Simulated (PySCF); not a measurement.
Match the calculated data to a structure.

- Polarisability: 94.0 au [B3LYP/def2-SVPD]
- UV, first state: lowest singlet excitation: 5.60 eV (221 nm, f = 0.815) [TDDFT B3LYP/def2-SVPD]
- Dipole: 0.66 D [B3LYP/def2-SVPD]
- Triplet: lowest triplet excitation (Tamm–Dancoff): 3.23 eV [TDA B3LYP/def2-SVPD]
- Rotational structure: rotational constants A, B, C: 6.428, 1.081, 0.998 GHz [GFN2-xTB]

The electronic properties come from PySCF, for the isolated species, density fitting. Levels stand in brackets. One conformer (not necessarily the lowest) at the GFN2-xTB geometry, without solvent, vibrations or thermal averaging.

Problem. Which candidate is it?
A. `C=C/C=C/CCC`
B. `C=C1CC[C@H](C)C1`
C. `CC#CC(C)(C)C`

Solution. A. It is `C=C/C=C/CCC`. Numbering: `[CH2:1]=[CH:2]/[CH:3]=[CH:4]/[CH2:5][CH2:6][CH3:7]`. Its formula, C7H12, gives 2 degrees of unsaturation: 0 rings and 2 π bonds in the structure found. S1 is mainly HOMO→LUMO (weight 0.95); the largest Löwdin shares of the orbital it empties are 0.24 on the terminal =CH2 carbon, 0.23 on an alkene CH carbon, 0.19 on an alkene CH carbon and 0.16 on an alkene CH carbon, of the orbital it fills 0.25 on the terminal =CH2 carbon, 0.23 on an alkene CH carbon, 0.17 on an alkene CH carbon and 0.14 on an alkene CH carbon. The optimised geometry has point group C1 and is an asymmetric top.

The others, at the same levels:
- `C=C1CC[C@H](C)C1` fails: its computed lowest singlet excitation is 6.33 eV (196 nm, f = 0.025) (against 5.60 eV), lowest triplet excitation (Tamm–Dancoff) is 4.22 eV (against 3.23 eV) and static isotropic polarisability is 82.2 au (against 94.0 au).
- `CC#CC(C)(C)C` fails: its computed lowest singlet excitation is 6.37 eV (195 nm, f = 0.033 summed over 2 states within 0.01 eV) (against 5.60 eV), lowest triplet excitation (Tamm–Dancoff) is 5.61 eV (against 3.23 eV) and static isotropic polarisability is 86.0 au (against 94.0 au).

Each candidate is one conformer, not necessarily the lowest. The conformers computed, where there is a choice (atom-mapped SMILES and torsion angles):
- `[CH2:1]=[CH:2]/[CH:3]=[CH:4]/[CH2:5][CH2:6][CH3:7]`: C1–C2–C3–C4 180°, C3–C4–C5–C6 121°, C4–C5–C6–C7 -65°

The conformers of `C=C1CC[C@H](C)C1` aren't listed.
